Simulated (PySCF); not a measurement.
PySCF input for C₄H₁₀O₂, SMILES O(CCOC)C, r2SCAN-D4/def2-SVP. Coordinates come from a r2SCAN-D4/def2-SVP optimisation. One conformer was computed; it need not be the lowest.

```python
import numpy as np
from pyscf import gto, scf, dft, df
from pyscf.hessian import thermo

mol = gto.M(
    atom='''
    C     2.71636719    0.06435088   -0.45098110
    O     1.39291263   -0.37524167   -0.33157220
    C     0.71951167    0.22404681    0.74328966
    C    -0.71951166   -0.22404682    0.74328966
    O    -1.39291264    0.37524166   -0.33157220
    C    -2.71636719   -0.06435088   -0.45098110
    H     3.31437508   -0.16232329    0.45708516
    H     3.16846768   -0.45668874   -1.30702931
    H     2.77568520    1.15788863   -0.63032358
    H     1.18906293   -0.05487075    1.71303074
    H     0.75184975    1.33233482    0.66596324
    H    -1.18906292    0.05487076    1.71303074
    H    -0.75184974   -1.33233481    0.66596323
    H    -3.31437507    0.16232328    0.45708516
    H    -2.77568520   -1.15788862   -0.63032357
    H    -3.16846769    0.45668875   -1.30702931
    ''',
    basis='def2-SVP',
    charge=0,
    spin=0,
    max_memory=1600,
    verbose=3,
)
mf = dft.RKS(mol, xc='r2scan').density_fit(auxbasis='def2-universal-jkfit')
mf.disp = 'd4'
mf.grids.level = 4
mf.conv_tol = 1e-11
mf.max_cycle = 100
mf.kernel()

# [left out here: the lines that compute and print the analytic Hessian (its translational invariance restored by hand, since the grid's response is missing), thermochemistry and intensities]
```

Program output:

```
converged SCF energy = -308.443473334345

WARN: MGGA Hessian is sensitive to dft grids. grids.level 4 may not be dense enough.


WARN: DFTD4 does not support analytical Hessian, using finite difference.


WARN: Mole.unit (angstrom) is changed to Bohr

Mode                                 0                   1                   2
Irrep
Freq [cm^-1]                       79.2444             83.9084            127.1824
Reduced mass [au]                   2.9645              2.5365              1.9077
Force const [Dyne/A]                0.0110              0.0105              0.0182
Char temp [K]                     114.0150            120.7255            182.9872
Normal mode                   x     y     z       x     y     z       x     y     z
       0   C                -0.08  0.03 -0.10   -0.03  0.10 -0.03    0.04  0.01  0.02
       1   O                -0.03 -0.05  0.05    0.04 -0.07  0.06    0.07 -0.08  0.04
       2   C                 0.01 -0.02  0.06   -0.01 -0.04  0.02   -0.00  0.02 -0.06
       3   C                -0.01  0.02  0.06   -0.01 -0.04 -0.02    0.00 -0.02 -0.06
       4   O                 0.03  0.05  0.05    0.04 -0.07 -0.06   -0.07  0.08  0.04
       5   C                 0.08 -0.03 -0.10   -0.03  0.10  0.03   -0.04 -0.01  0.02
       6   H                 0.02  0.15 -0.14    0.03  0.30 -0.02    0.00  0.27  0.10
       7   H                -0.11 -0.01 -0.10    0.02  0.06  0.02    0.13 -0.14  0.16
       8   H                -0.17  0.02 -0.20   -0.19  0.09 -0.17   -0.05 -0.02 -0.22
       9   H                 0.01 -0.03  0.06   -0.04 -0.00  0.04   -0.03  0.13 -0.01
      10   H                 0.04 -0.03  0.05   -0.02 -0.04 -0.02   -0.04  0.01 -0.17
      11   H                -0.01  0.03  0.06   -0.04 -0.00 -0.04    0.03 -0.13 -0.01
      12   H                -0.04  0.03  0.05   -0.02 -0.04  0.02    0.04 -0.01 -0.17
      13   H                -0.02 -0.15 -0.14    0.03  0.30  0.02   -0.00 -0.27  0.10
[...]
       3   C                 0.06  0.02 -0.01   -0.01 -0.02  0.03   -0.01 -0.03  0.03
       4   O                -0.01  0.00 -0.01   -0.00  0.00 -0.00   -0.00  0.00 -0.01
       5   C                -0.05  0.00 -0.01   -0.02  0.01 -0.02   -0.01  0.01 -0.02
       6   H                -0.27  0.09  0.21    0.03 -0.33 -0.11   -0.00  0.33  0.08
       7   H                -0.32 -0.05 -0.17    0.25  0.16  0.07   -0.22 -0.15 -0.05
       8   H                -0.11  0.02  0.07   -0.08 -0.05 -0.34    0.10  0.05  0.33
       9   H                 0.09  0.25  0.01   -0.01  0.25  0.07   -0.05 -0.27 -0.04
      10   H                 0.17 -0.00  0.21    0.09  0.00  0.23   -0.06 -0.00 -0.27
      11   H                -0.09 -0.25  0.01   -0.01  0.25 -0.07    0.05  0.27 -0.04
      12   H                -0.17  0.00  0.21    0.09  0.00 -0.23    0.06  0.00 -0.27
      13   H                 0.27 -0.09  0.21    0.03 -0.33  0.11    0.00 -0.33  0.08
      14   H                 0.11 -0.02  0.07   -0.08 -0.05  0.34   -0.10 -0.05  0.33
      15   H                 0.32  0.05 -0.17    0.25  0.16 -0.07    0.22  0.15 -0.05
Mode                                30                  31                  32
Irrep
Freq [cm^-1]                     1499.2694           1502.7154           2932.7708
Reduced mass [au]                   1.1047              1.1543              1.0553
Force const [Dyne/A]                1.4630              1.5358              5.3479
Char temp [K]                    2157.1149           2162.0729           4219.6043
Normal mode                   x     y     z       x     y     z       x     y     z
       0   C                 0.04  0.02  0.00    0.04  0.02  0.00    0.01  0.01  0.01
       1   O                 0.01  0.01  0.01    0.01  0.01  0.01    0.00 -0.00 -0.00
       2   C                -0.01  0.02  0.04   -0.04  0.02  0.03   -0.02 -0.01 -0.04
       3   C                -0.01  0.02 -0.04    0.04 -0.02  0.03   -0.02 -0.01  0.04
       4   O                 0.01  0.01 -0.01   -0.01 -0.01  0.01    0.00 -0.00  0.00
       5   C                 0.04  0.02 -0.00   -0.04 -0.02  0.00    0.01  0.01 -0.01
       6   H                -0.18 -0.30  0.05   -0.18 -0.29  0.06   -0.08  0.04 -0.14
       7   H                -0.02 -0.01 -0.01   -0.03 -0.02 -0.01   -0.02  0.03  0.05
       8   H                -0.29 -0.01 -0.20   -0.29 -0.00 -0.17   -0.00 -0.15  0.03
       9   H                 0.09 -0.28 -0.11    0.07 -0.26 -0.11    0.24 -0.15  0.48
      10   H                -0.04 -0.01 -0.31    0.08 -0.02 -0.32    0.00  0.32 -0.04
      11   H                 0.09 -0.28  0.11   -0.07  0.26 -0.11    0.24 -0.15 -0.48
      12   H                -0.04 -0.01  0.31   -0.08  0.02 -0.32    0.00  0.32  0.04
      13   H                -0.18 -0.30 -0.05    0.18  0.29  0.06   -0.08  0.04  0.14
      14   H                -0.29 -0.01  0.20    0.29  0.00 -0.17   -0.00 -0.15 -0.03
      15   H                -0.02 -0.01  0.01    0.03  0.02 -0.01   -0.02  0.03 -0.05
Mode                                33                  34                  35
Irrep
Freq [cm^-1]                     2941.5799           2951.9286           2957.4056
Reduced mass [au]                   1.0502              1.0413              1.0471
Force const [Dyne/A]                5.3540              5.3463              5.3959
Char temp [K]                    4232.2785           4247.1680           4255.0483
Normal mode                   x     y     z       x     y     z       x     y     z
       0   C                -0.02 -0.01 -0.01   -0.03 -0.02 -0.02   -0.02 -0.01 -0.01
       1   O                -0.00  0.00  0.00   -0.00 -0.00 -0.00   -0.00 -0.00 -0.00
       2   C                 0.02  0.02  0.02   -0.01 -0.00 -0.02   -0.01 -0.02 -0.02
       3   C                -0.02 -0.02  0.02   -0.01 -0.00  0.02    0.01  0.02 -0.02
       4   O                 0.00 -0.00  0.00   -0.00 -0.00  0.00    0.00  0.00 -0.00
       5   C                 0.02  0.01 -0.01   -0.03 -0.02  0.02    0.02  0.01 -0.01
       6   H                 0.16 -0.07  0.26    0.26 -0.11  0.40    0.22 -0.09  0.33
       7   H                 0.05 -0.06 -0.09    0.07 -0.08 -0.14    0.06 -0.07 -0.11
       8   H                 0.00  0.27 -0.05    0.01  0.39 -0.07    0.01  0.32 -0.06
       9   H                -0.18  0.11 -0.35    0.09 -0.06  0.19    0.14 -0.09  0.29
      10   H                -0.01 -0.34  0.04   -0.00  0.08 -0.01   -0.00  0.27 -0.02
      11   H                 0.18 -0.11 -0.35    0.09 -0.06 -0.19   -0.14  0.09  0.29
      12   H                 0.01  0.34  0.04   -0.00  0.08  0.01    0.00 -0.27 -0.02
      13   H                -0.16  0.07  0.26    0.26 -0.11 -0.40   -0.22  0.09  0.33
      14   H                -0.00 -0.27 -0.05    0.01  0.39  0.07   -0.01 -0.32 -0.06
      15   H                -0.05  0.06 -0.09    0.07 -0.08  0.14   -0.06  0.07 -0.11
Mode                                36                  37                  38
Irrep
Freq [cm^-1]                     2985.0796           2997.6715           3014.2324
Reduced mass [au]                   1.1042              1.1029              1.1046
Force const [Dyne/A]                5.7973              5.8391              5.9129
Char temp [K]                    4294.8650           4312.9818           4336.8093
Normal mode                   x     y     z       x     y     z       x     y     z
       0   C                -0.00  0.01 -0.00   -0.00  0.01 -0.01   -0.02  0.05 -0.04
       1   O                -0.00  0.00  0.00    0.00  0.00  0.00    0.00  0.00 -0.00
       2   C                -0.01  0.05 -0.03   -0.01  0.06 -0.03    0.00 -0.01  0.00
       3   C                 0.01 -0.05 -0.03   -0.01  0.06  0.03   -0.00  0.01  0.00
       4   O                 0.00 -0.00  0.00    0.00  0.00 -0.00   -0.00 -0.00 -0.00
       5   C                 0.00 -0.01 -0.00   -0.00  0.01  0.01    0.02 -0.05 -0.04
       6   H                 0.03 -0.01  0.04    0.03 -0.01  0.04    0.22 -0.08  0.36
       7   H                -0.00  0.00  0.00   -0.01  0.01  0.01   -0.01  0.02  0.01
       8   H                -0.01 -0.06  0.01   -0.01 -0.11  0.02   -0.02 -0.50  0.07
       9   H                 0.18 -0.10  0.36    0.14 -0.07  0.26   -0.03  0.01 -0.04
      10   H                -0.02 -0.52  0.04   -0.03 -0.58  0.05    0.01  0.05 -0.01
      11   H                -0.18  0.10  0.36    0.14 -0.07 -0.26    0.03 -0.01 -0.04
      12   H                 0.02  0.52  0.04   -0.03 -0.58 -0.05   -0.01 -0.05 -0.01
      13   H                -0.03  0.01  0.04    0.03 -0.01 -0.04   -0.22  0.08  0.36
      14   H                 0.01  0.06  0.01   -0.01 -0.11 -0.02    0.02  0.50  0.07
      15   H                 0.00 -0.00  0.00   -0.01  0.01 -0.01    0.01 -0.02  0.01
Mode                                39                  40                  41
Irrep
Freq [cm^-1]                     3014.4860           3137.5654           3137.7441
Reduced mass [au]                   1.1050              1.0985              1.0984
Force const [Dyne/A]                5.9161              6.3716              6.3714
Char temp [K]                    4337.1741           4514.2580           4514.5151
Normal mode                   x     y     z       x     y     z       x     y     z
       0   C                 0.02 -0.05  0.04   -0.02  0.03  0.05   -0.02  0.03  0.05
       1   O                -0.00 -0.00  0.00   -0.00 -0.00  0.00   -0.00 -0.00  0.00
       2   C                -0.00  0.01 -0.01    0.00 -0.00 -0.00    0.00 -0.00 -0.00
       3   C                -0.00  0.01  0.01    0.00 -0.00  0.00   -0.00  0.00 -0.00
       4   O                -0.00 -0.00 -0.00   -0.00 -0.00 -0.00    0.00  0.00  0.00
       5   C                 0.02 -0.05 -0.04   -0.02  0.03 -0.05    0.02 -0.03  0.05
       6   H                -0.22  0.08 -0.35   -0.06  0.03 -0.09   -0.06  0.03 -0.09
       7   H                 0.01 -0.02 -0.01    0.26 -0.31 -0.51    0.26 -0.31 -0.51
       8   H                 0.02  0.50 -0.07   -0.00 -0.12  0.03   -0.00 -0.12  0.03
       9   H                 0.03 -0.02  0.06    0.00 -0.00  0.00    0.00 -0.00  0.00
      10   H                -0.01 -0.10  0.01    0.00 -0.00 -0.00    0.00  0.00 -0.00
      11   H                 0.03 -0.02 -0.06    0.00 -0.00 -0.00   -0.00  0.00  0.00
      12   H                -0.01 -0.10 -0.01    0.00 -0.00  0.00   -0.00 -0.00 -0.00
      13   H                -0.22  0.08  0.35   -0.06  0.03  0.09    0.06 -0.03 -0.09
      14   H                 0.02  0.50  0.07   -0.00 -0.12 -0.03    0.00  0.12  0.03
      15   H                 0.01 -0.02  0.01    0.26 -0.31  0.51   -0.26  0.31 -0.51
temperature 298.1500 [K]
pressure 101325.00 [Pa]
Rotational constants [GHz] 11.07624 1.54907 1.45704
Symmetry number 2
Zero-point energy (ZPE) 0.14057 [Eh]   369058.843 [J/mol]
                           tot       elec      trans        rot        vib
Entropy [J/mol/K]       354.285      0.000    164.883    107.017     82.385
Cv [J/mol/K]            107.599      0.000     12.472     12.472     82.655
Cp [J/mol/K]            115.913      0.000     20.786     12.472     82.655
Internal energy [J/mol]                      3718.434   3718.434 382098.093
Internal energy [Eh]   -308.29511  -308.44347
Enthalpy [J/mol]                             6197.391   3718.434 382098.093
Enthalpy [Eh]          -308.29416
Gibbs free energy [J/mol]                  -42962.460 -28188.831 357535.111
Gibbs free energy [Eh] -308.33440
mode   freq/cm-1   IR/(km/mol)
   1       79.24         2.645
   2       83.91         6.056
   3      127.18         0.946
   4      234.92         2.889
   5      241.66         0.934
   6      285.01         3.321
   7      315.74         2.934
   8      369.20         0.175
   9      579.91         2.285
  10      880.15        15.826
  11      882.41        23.894
  12     1061.25         9.390
  13     1065.81        25.232
  14     1118.08         0.428
  15     1172.51        81.862
  16     1174.87       184.820
  17     1175.94         0.162
  18     1199.02        29.533
  19     1223.03        47.510
  20     1224.55        55.599
  21     1260.48        33.252
  22     1300.87        15.473
  23     1375.72        38.559
  24     1432.20        12.002
  25     1454.27        14.049
  26     1455.90         5.003
  27     1456.21         7.992
  28     1457.93         0.522
  29     1469.43        21.676
  30     1471.98         9.066
  31     1499.27         1.811
  32     1502.72         0.490
  33     2932.77         9.938
  34     2941.58        47.272
  35     2951.93       163.082
  36     2957.41        48.731
  37     2985.08        48.740
  38     2997.67       134.553
  39     3014.23        43.007
  40     3014.49        56.752
  41     3137.57        20.779
  42     3137.74        28.449
max |gradient| / (hartree/bohr): 0.00015020517090842965
APT charges: [ 0.5717 -0.7964  0.5542  0.5542 -0.7964  0.5717 -0.081  -0.0191 -0.0719
 -0.0911 -0.0689 -0.0911 -0.0689 -0.081  -0.0719 -0.0191]
```

The calculation finished and met its thresholds.

Cost: about 9 core-minutes (a rough figure).
